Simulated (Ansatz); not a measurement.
Total energies of CH₉AlGeSi, SMILES `[AlH2][CH2][SiH2][GeH3]`.

Z-matrix (Å, degrees):
```
C
Si 1 1.856
Al 1 1.982 2 105.9
H 1 1.095 2 111.2 3 -121.9
H 1 1.095 2 110.1 3 118.5
Ge 2 2.388 1 100.0 3 -36.1
H 2 1.487 1 112.3 3 77.6
H 2 1.490 1 117.5 3 -155.6
H 3 1.589 1 120.4 2 135.2
H 3 1.592 1 116.5 2 -60.2
H 6 1.534 2 120.9 1 134.2
H 6 1.594 2 100.6 1 21.0
H 6 1.537 2 116.7 1 -88.5
```

Charge 0, multiplicity 1. Correlated methods include outer-core shells of Ge, which these sets cover unevenly. Scalar relativity is left out up to krypton. The geometry is a stationary point of PBE0-D4/def2-TZVP. It is one conformer, not always the lowest. Basis def2-TZVPP, Ansatz 0.2.0.

RPA on PBE orbitals: Hartree–Fock energy of these orbitals -2649.27375 Eh, correlation -1.18413 Eh (frozen core).

```
             functional  energy without D4 (Eh)  D4 term (kJ/mol)
            LDA (SPW92)             -2646.65048                 –
                    PBE             -2651.78706             -31.8
                 revPBE             -2652.17461             -82.7
                   BLYP             -2652.47439             -67.6
                 r2SCAN             -2652.37571              -7.7
                 B97M-V             -2651.95945                 –
                   PBE0             -2651.91088             -27.3
                  B3LYP             -2652.56552             -51.7
                r2SCANh             -2652.36366              -8.3
                r2SCAN0             -2652.34704              -9.3
HSE06 (plane-wave form)             -2651.89502             -25.8
                  BHLYP             -2652.41629             -44.7
              CAM-B3LYP             -2652.56664             -28.3
                LC-ωPBE             -2652.00062                 –
                ωB97X-V             -2652.18215                 –
                ωB97M-V             -2652.26494                 –
                 B2PLYP             -2651.80866                 –
               PBE-QIDH             -2651.40643                 –
```

B3LYP takes the VWN-RPA correlation (the form of Gaussian; ORCA's B3LYP/G). HSE06 is the plane-wave form, built on full-range PBE exchange. The double hybrids freeze the cores in their second-order part.

LC-ωPBE has ω = 0.4 bohr⁻¹.
